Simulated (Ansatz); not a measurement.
Energy needed to pull apart CHBFNO (SMILES O=C=NBF), closed shell, into free ground-state atoms, from the structure below (displaced at random from its PBE0-D4/def2-TZVP minimum); no zero-point or spin–orbit terms; open-shell atoms are treated unrestricted, in their ground-state multiplicity.

O1  (0.746, -2.259, 1.097)
C2  (0.526, -1.281, 0.458)
N3  (0.341, -0.361, -0.248)
B4  (-0.338, 0.867, -0.420)
F5  (-0.159, 1.569, -1.447)
H6  (-1.049, 1.330, 0.508)
(Å)

Computed with Ansatz 0.2.0 (basis: def2-TZVPP); correlated methods freeze the cores.

| method | atomization energy (eV) |
| --- | --- |
| PBE-D4 | 31.53 |
| r2SCAN-D4 | 30.24 |
| PBE0-D4 | 30.20 |
| wB97M-V | ? |
| HF | ? |
| MP2 | 30.31 |
| CCSD | 28.02 |
| CCSD(T) | 28.76 |

Question: What does wB97M-V give? (Judge from chemistry; the value comes from the calculation.)

Answer: By the calculation: 30.05 eV, which is about 1.29 eV more than CCSD(T)/def2-TZVPP.

Question: What does HF give? (Judge from chemistry; the value comes from the calculation.)

Answer: Computed: 20.56 eV, which is about 8.21 eV less than CCSD(T)/def2-TZVPP.

In triple zeta the MP2 and coupled-cluster atomization energies are still short of their basis limit by a few kcal/mol a bond, whereas those of the functionals are nearly converged, so these differences are not deviations from converged CCSD(T).

The T1 diagnostic stays at or below 0.017.

For scale, one of the runs: CCSD(T)/def2-TZVPP forces, 169 basis functions, launched by `ansatz run in.yaml --threads 4 --pin off --events-out ev --progress --plain --max-ram 8704MiB`. The run took 2.1 min on 4 CPU threads of an Intel Xeon Platinum 8259CL (shared host), with 3 GiB of host memory at its peak.
